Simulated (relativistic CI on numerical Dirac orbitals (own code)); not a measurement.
## Spin-allowed bands of a d8 ion in an octahedral site, by hand

Problem. Take Δ = 11900 cm⁻¹ and B = 650 cm⁻¹ for a d8 ion in an octahedral site. Calculate the three spin-allowed bands.

Working.
1. The terms of highest spin are 3F (energy 0) and 3P (15B = 9750 cm⁻¹). Here the F term splits into A2 at −1.2Δ = -14280, T2 at −0.2Δ = -2380 and T1 at +0.6Δ = 7140 cm⁻¹.
2. The two T1 states mix through the element 0.4Δ: H = [[7140, 4760], [4760, 9750]], with roots ½(H₁₁ + H₂₂) ∓ ½√[(H₂₂ − H₁₁)² + 4H₁₂²] = ½(16890) ∓ ½(9871) = 3509 and 13381 cm⁻¹.
3. The ground term is 3A2 at -14280 cm⁻¹.
4. Bands: 3T2 11900 cm⁻¹ (840 nm), 3T1(F) 17789 cm⁻¹ (562 nm), 3T1(P) 27661 cm⁻¹ (362 nm).

Check. Exact diagonalisation of the whole d8 shell with these parameters gives 3T2 11900, 3T1 17789, 3T1 27661 cm⁻¹. The match is exact, since without spin-orbit coupling no other term has this spin. The ratio of the second band to the first, 1.495, depends on Δ/B = 18.3 alone, which is how a Tanabe-Sugano diagram is read.
